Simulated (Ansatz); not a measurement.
`C[C](C)(C)[Sn]([Cl])([Cl])[Cl]` → 4 C• + 3 Cl• + 9 H• + Sn•  (atomization)

Isolated molecules relaxed with PBE0-D4/def2-TZVP in Ansatz; ΔE leaves out vibrations. CCSD(T)/CBS is the MP2 limit (def2-TZVPP, def2-QZVPP) plus CCSD(T) − MP2 in def2-TZVPP, frozen cores. This one scheme is used for every species, atoms too. For atomizations the MP2-based limit and the directly extrapolated one differ by several kJ/mol either way, and by 10 to 25 for some Ge, Se and Sn compounds, so smaller differences from it don't rank the levels. Functionals use def2-TZVPP. HSE06 is defined as in plane-wave codes. Open shells (•) are unrestricted, without spin–orbit coupling. Spin–orbit coupling would lower the free atoms: a little for C, Cl; strongly for Sn. Elements past krypton have def2 core potentials. Bonds to Sn are less sure, by a few kJ/mol each and by 10 to 20 or more in all where they break to atoms, as the def2 sets lack core-valence functions.

Q: What is ΔE at CCSD(T)/CBS? (An estimate is asked.)

A: Computed: +6279.7 kJ/mol.

Q: What do these levels give: LDA (SPW92), B97M-V, ωB97X-V, ωB97M-V, B2PLYP, revPBE, r2SCANh, HSE06, LC-ωPBE, HF/def2-TZVPP, SCS-MP2/def2-TZVPP, HF/def2-QZVPP? (Best estimate.)

A: Computed: LDA (SPW92) 7113.1, B97M-V 6308.1, ωB97X-V 6273.5, ωB97M-V 6268.9, B2PLYP 6155.3, revPBE 6074.2, r2SCANh 6235.7, HSE06 6249.1, LC-ωPBE 6206.7, HF/def2-TZVPP 4663.3, SCS-MP2/def2-TZVPP 6149.2, HF/def2-QZVPP 4671.5 kJ/mol.

Largest T1 diagnostic among the species: 0.011.

In def2-TZVPP, CCSD(T) changes the Hartree–Fock value by +1447.4 kJ/mol (the triples alone add +98.5 kJ/mol) and MP2 by +1546.5 kJ/mol; breaking electron pairs costs correlation energy, which Hartree–Fock lacks. From BLYP to BHLYP (50 % exact exchange), in def2-TZVPP and without D4, ΔE moves by −50.0 kJ/mol: exact exchange takes away binding that semilocal exchange gives to molecules. The D4 term adds +92.1 kJ/mol with B3LYP and +50.3 kJ/mol with PBE0; it sums over pairs of atoms, weighted by their polarisabilities, and B3LYP, whose exchange is more repulsive, gets the larger term.

B3LYP here is the variant with VWN-RPA as its local correlation; programs differ in this.
